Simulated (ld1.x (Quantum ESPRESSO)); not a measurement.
What the settings do to the TM semilocal potential of indium (In)

Base potential:

```json
{
 "Element": "In",
 "Generator": "ld1.x (Quantum ESPRESSO) 7.5",
 "Type": "norm-conserving Troullier–Martins (semilocal form)",
 "Functional": "LDA (PZ)",
 "Relativity": "scalar-relativistic",
 "Frozen core": "[Kr] 4d10",
 "Valence charge": "3",
 "Reference configuration": "5s1 5p0 (charge +2)",
 "Partial waves": "5s (bound): rc 1.95 bohr; 5d channel at 0.25 Ry: rc 1.75 bohr; 5p (bound, empty): rc 1.70 bohr",
 "Local potential": "the p channel",
 "Core correction": "a·sin(br)/r model core, default radius (core density twice the valence density)"
}
```

All-electron outer shells of the reference configuration (LDA (PZ), scalar-relativistic, ld1.x):

```json
{"shell": "4d", "level (eV)": "-36.76", "outermost node (bohr)": "0.40", "outermost maximum (bohr)": "0.94"}
{"shell": "5s", "level (eV)": "-24.13", "outermost node (bohr)": "1.02", "outermost maximum (bohr)": "2.03"}
{"shell": "5p", "level (eV)": "-16.53", "outermost node (bohr)": "1.13", "outermost maximum (bohr)": "2.42"}
```

Cutoffs, loose and tight: the cutoffs (Ry, on a coarse ladder) from which the occupation-weighted sum of valence levels, in a spherical-Bessel basis at the reference potential, stays within 10 and 1 mRy of its value at 400 Ry. They do not see the model core or the augmentation charge, which bear on the density cutoff. Test errors are all-electron minus pseudo excitation energies from the reference, over the configurations 5s2 5p1; 5s2 5p0; 5s2 5p0.5; 5s0 5p3; 5s1 5p1; 5s2 5p1.3; 5s1 5p2 (two spin-polarised tests are not counted in the largest error). A dash means not determined; rows that change the core or the reference have their own tests. The largest error is taken over the tests solved by every variant that gives reliable tests at all: 5s0 5p3; 5s1 5p1; 5s1 5p2; 5s2 5p0; 5s2 5p0.5; 5s2 5p1; 5s2 5p1.3.

For the base: The cutoffs count occupied waves only; the empty 5p level needs 40 Ry at the loose tolerance.

A true bound ghost makes a file unfit for plane-wave use even where its test errors are small: the radial tests pick states by their node count and pass the ghost by.

A semilocal file is local in each channel, so a ghost entry of none says nothing of the separable form that plane-wave codes build from it.

| change | outcome | cutoff, loose | cutoff, tight | bound ghosts | largest test error (meV) |
| --- | --- | --- | --- | --- | --- |
| base | generated | 10 Ry | 25 Ry | none | -142 |
| wave 5s (bound): rc 1.95 bohr becomes 5s (bound): rc 1.50 bohr | generated | 35 Ry | 110 Ry | none | -120 |
| wave 5s (bound): rc 1.95 bohr becomes 5s (bound): rc 1.92 bohr | generated | 10 Ry | 25 Ry | none | -142 |
| wave 5s (bound): rc 1.95 bohr becomes 5s (bound): rc 2.14 bohr | generated | 10 Ry | 25 Ry | none | -142 |
| wave 5s (bound): rc 1.95 bohr becomes 5s (bound): rc 2.32 bohr | generated | 10 Ry | 25 Ry | none | -142 |
| wave 5s (bound): rc 1.95 bohr becomes 5s (bound): rc 2.72 bohr | generated | 8 Ry | 18 Ry | none | -137 |
| wave 5s (bound): rc 1.95 bohr becomes 5s (bound): rc 2.94 bohr | generated | 8 Ry | 18 Ry | none | -133 |

Task: What comes out with this change to the base: wave 5s (bound): rc 1.95 bohr becomes 5s (bound): rc 1.72 bohr?

Result: outcome: generated; cutoff, loose: 21 Ry; cutoff, tight: 50 Ry; bound ghosts: none; largest test error (meV): -139.

Task: What comes out with this change to the base: wave 5s (bound): rc 1.95 bohr becomes 5s (bound): rc 2.46 bohr?

Result: outcome: generated; cutoff, loose: 8 Ry; cutoff, tight: 21 Ry; bound ghosts: none; largest test error (meV): -140.

Task: What comes out with this change to the base: wave 5s (bound): rc 1.95 bohr becomes 5s (bound): rc 1.30 bohr?

Result: outcome: generated; cutoff, loose: 120 Ry; cutoff, tight: over 300 Ry; bound ghosts: s; largest test error (meV): +58.

Reading the sweep of the s radius (base included, trends over the rows without a ghost): The loose cutoff falls from 35 Ry at 1.5 to 8 Ry at 2.94 bohr. A larger radius leaves more room for a smooth pseudo-wave, so fewer plane waves are needed; a smaller one forces it to follow the all-electron wave where it bends sharply. The median size of the test errors (rows with all tests solved) rises from 70.1 meV at 1.5 to 93.2 meV at 2.94 bohr. More of the atom is replaced by a form fitted at one configuration, so other configurations suffer as the radius grows. Bound ghosts are found at 1.3 bohr.
